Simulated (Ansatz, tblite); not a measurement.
Removing and adding an electron: the cluster Pd2H3. Charge 0, multiplicity 2. Geometry: PBE0-D4/def2-TZVP. Ansatz, gas phase; energy differences of separate SCF runs; the oxidised species is a triplet (the singlet lies 1.14 eV higher at PBE0-D4/def2-TZVP); the reduced species is a singlet (the triplet lies 1.01 eV higher at PBE0-D4/def2-TZVPD).

```xyz
5

Pd   -0.0740    0.1518    0.2764
Pd    1.7044   -0.2518   -1.5356
H    -1.4470   -0.6014    0.9192
H     1.5693    0.6540   -0.1263
H    -1.7527    0.0474    0.4663
```

In the def2 sets Pd takes a core potential; there is no spin–orbit coupling. The xTB rows come from tblite. Correlated methods freeze no core orbitals; core or outer-core shells of Pd are correlated, in sets that lack core-valence functions. HOMO above LUMO, or a gap near zero within one spin, warns that the state may not be the lowest or that an electron is smeared out. In the doublet, H3 and H5 lie 0.85 Å apart (atoms count from 1), so H2 has formed as a molecule. The structure comes from a short search, and lower isomers may exist.

```
               level  −HOMO (eV)  vertical IE (eV)  −LUMO (eV)  vertical EA (eV)  HOMO–LUMO gap (eV)  IE − EA (eV)                                                                remarks
            GFN1-xTB           –             13.23           –              6.28                   –          6.95                                                                      –
            GFN2-xTB           –             12.21           –              6.69                   –          5.52                                                                      –
       HF/def2-TZVPD           –                 –           –             -0.21                   –             –                                                                      –
    PBE-D4/def2-TZVP        5.04              8.21        4.96                 –                0.07             –                                gap within one spin near zero (doublet)
   PBE-D4/def2-TZVPD        5.06                 –        4.98              1.99                0.08             –  HOMO above zero (-1 singlet), gap within one spin near zero (doublet)
 r2SCAN-D4/def2-TZVP        5.11              7.99        4.67                 –                0.44             –                                                                      –
r2SCAN-D4/def2-TZVPD        5.14                 –        4.69              1.80                0.44             –                                           HOMO above zero (-1 singlet)
   PBE0-D4/def2-TZVP        5.79              7.70        3.64                 –                2.15             –                                                                      –
  PBE0-D4/def2-TZVPD        5.80                 –        3.65              1.77                2.15             –                                           HOMO above zero (-1 singlet)
      MP2/def2-TZVPD           –                 –           –              2.13                   –             –                                                                      –
     CCSD/def2-TZVPD           –                 –           –              1.32                   –             –                                                                      –
  CCSD(T)/def2-TZVPD           –                 –           –              1.55                   –             –                                                                      –
```

   A HOMO above zero means that the electron is unbound at that level or that self-interaction error raises the level; the energy of removing that electron tells which. HOMO and LUMO are the levels of the spin that leaves or enters (xTB has no such levels and no spin-polarisation term). Other spin states of the ions may lie lower, which would lower the ionisation energy or raise the affinity. Raw xTB energy differences between charge states are shifted by several eV; the methods need an empirical correction for them. A negative affinity means that the extra electron isn't bound; its size then hangs on the basis.
